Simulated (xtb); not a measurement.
Here is a job for xtb.
```
$ xtb mol.xyz --gfn 2 --opt vtight --json

# file mol.xyz
4

N     -0.02508805     0.00663027     0.27020021
H     -0.01691158     0.91993550    -0.10793945
H      0.78999988    -0.48692800    -0.07466998
H     -0.83877172    -0.44857730    -0.08847913
```

### Question
What does this run give for the HOMO-LUMO gap, total energy at the end of the optimisation, dipole moment?

### Answer

```yaml
HOMO-LUMO gap: 12.23 eV
total_energy_at_the_end_of_the_optimisation: -4.4262 Eh
dipole_moment: 1.78 D
```
